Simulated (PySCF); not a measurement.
# Electron correlation in Mg (magnesium, neutral)

[Ne] 3s2, closed-shell 1S. All numbers are calculated (PySCF 2.14, the spin-free X2C one-electron Hamiltonian (Gaussian nucleus), in aug-cc-pCVTZ-DK). Frozen: 1s2; 10 electrons correlated.

```json
{"level": "CCSD", "correlation energy (mhartree)": "-302.78"}
{"level": "(T)", "correlation energy (mhartree)": "-3.36"}
{"level": "CCSD(T)", "correlation energy (mhartree)": "-306.14"}
```

Diagnostics: T1 = 0.011, D1 = 0.0344, largest double amplitude 0.076.

Q: Is a single reference adequate?

A: Mostly. T1 lies below 0.03, but a double amplitude of this size points to a near-degeneracy that CCSD handles and MP2 describes poorly.
